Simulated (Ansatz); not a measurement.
Frontier orbitals of C₂H₇Cl₂GaO, SMILES `C[OH+][Ga-]([CH3])([Cl])[Cl]`.

```xyz
13

C     0.191    0.172   -1.859
O     0.293   -0.917   -0.941
Ga   -0.237   -0.812    1.083
C    -0.334    1.096    1.496
Cl   -2.028   -2.020    1.073
Cl    1.573   -1.934    1.592
H     0.850    0.994   -1.573
H     0.430   -0.174   -2.865
H    -0.844    0.507   -1.833
H     1.178   -1.304   -0.939
H     0.614    1.591    1.280
H    -0.551    1.224    2.558
H    -1.133    1.577    0.929
```

Charge 0, multiplicity 1. Correlated methods include outer-core shells of Ga, which these sets cover unevenly. Scalar relativity is left out up to krypton. The geometry is a stationary point of PBE0-D4/def2-TZVP. It is one conformer, not always the lowest. Basis def2-TZVPP, the Gaussian-basis code of Ansatz.

```
             functional  HOMO (eV)  LUMO (eV)  gap (eV)
                    PBE      -6.77      -1.01      5.76
                   PBE0      -8.10      -0.10      8.00
                  B3LYP      -7.83      -0.43      7.40
                r2SCAN0      -8.31       0.21      8.52
HSE06 (plane-wave form)      -7.70      -0.47      7.23
                ωB97M-V     -10.30       1.49     11.79
```

Against PBE, PBE0 changes HOMO and LUMO by −1.33 and +0.91 eV, ωB97M-V by −3.53 and +2.50 eV. A gap of 5.76 eV thus becomes 11.80 eV for the same molecule, so an orbital gap means little without its functional. A positive LUMO is unbound and depends on the basis.

B3LYP here is the variant with VWN-RPA as its local correlation; programs differ in this.
